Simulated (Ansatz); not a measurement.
Two isomers of C3H8OSi: A = `C/C=C(\O)[SiH3]`, B = `C=CCO[SiH3]`.

Computed with Ansatz on PBE0-D4/def2-TZVP structures; ΔE is electronic, products minus reactants. CCSD(T)/CBS adds triple-zeta CCSD(T) − MP2 to the extrapolated MP2 energy (def2 sets, frozen cores). DFT in def2-TZVPP. B3LYP here is the variant with VWN-RPA as its local correlation; programs differ in this. Each species was taken in one conformer, which may not be the lowest.

A:

```xyz
13

C    -1.269   -0.249   -1.736
C    -0.100    0.114   -0.887
C    -0.013   -0.079    0.433
O    -1.062   -0.671    1.095
Si    1.526    0.396    1.378
H    -0.992   -1.001   -2.481
H    -1.634    0.623   -2.288
H    -2.088   -0.647   -1.137
H     0.757    0.568   -1.374
H    -0.924   -0.621    2.043
H     2.196   -0.811    1.937
H     1.151    1.255    2.538
H     2.453    1.124    0.479
```

B:

Z-matrix (Å, degrees):
```
C
C 1 1.489
O 1 1.416 2 109.6
H 1 1.098 2 109.9 3 122.0
H 1 1.100 2 109.5 3 -120.1
C 2 1.324 1 124.0 3 -128.9
H 2 1.087 1 115.4 3 51.9
Si 3 1.643 1 122.3 2 179.5
H 6 1.084 2 121.7 1 -178.2
H 6 1.086 2 121.4 1 1.6
H 8 1.480 3 106.5 1 179.6
H 8 1.490 3 110.8 1 59.5
H 8 1.490 3 110.8 1 -60.3
```

(1) Which is lower in electronic energy at CCSD(T)/CBS, and by how much? (Best estimate.)

(2) Give E(B) − E(A) in kJ/mol with MP2/def2-TZVPP, PBE-D4, B3LYP-D4, CCSD(T)/def2-TZVPP, B3LYP, r2SCAN-D4, HF/def2-TZVPP. (An estimate is asked.)

Largest T1 diagnostic: 0.012.

## Answers

(1) Ansatz gave: B, by 67.0 kJ/mol.

(2) Ansatz gave: MP2/def2-TZVPP -67.0, PBE-D4 -43.0, B3LYP-D4 -64.1, CCSD(T)/def2-TZVPP -67.9, B3LYP -66.7, r2SCAN-D4 -55.1, HF/def2-TZVPP -93.8. None reverses the order clearly.

From PBE to PBE0 (25 % exact exchange), in def2-TZVPP and without D4, E(B) − E(A) moves by −7.7 kJ/mol. In def2-TZVPP, CCSD(T) changes the Hartree–Fock value by +25.9 kJ/mol (the triples alone add +4.7 kJ/mol) and MP2 by +26.8 kJ/mol.
